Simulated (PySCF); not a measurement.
CH6CdSi, SMILES [CH3][Cd][SiH3]. Atoms are numbered in the order given.

```xyz
9

Cd     0.0000     0.0000    -0.3266
C      0.0000     0.0000    -2.4531
H     -0.7386     0.7169    -2.8443
H     -0.2515    -0.9981    -2.8443
H      0.9901     0.2812    -2.8443
Si     0.0000     0.0000     2.1897
H     -0.0986    -1.3855     2.7570
H     -1.1506     0.7782     2.7570
H      1.2492     0.6073     2.7570
```

Coordinates come from a PBE0-D3(BJ)/def2-SVP optimisation. The structure was generated by enumeration; whether it is a known compound was not checked. The def2 effective core potentials stand for the cores of Cd; spin–orbit coupling is left out.

These are PBE/def2-TZVPD (PySCF) values and carry that method's errors.

```yaml
total_energy: -498.76987 hartree
point_group: C3
highest_occupied_level: -5.82 eV
lowest_empty_level: -1.51 eV
orbital_gap: 4.31 eV
dipole_moment: 0.95 D
quadrupole, principal values (traceless, Buckingham form, about the centre of nuclear charge): -8.58, 4.29, 4.29 D·Å
mean_static_polarisability: 87.3 bohr³ (12.93 Å³)
polarisability_principal_values: 66.9, 66.9, 128.0 bohr³
```
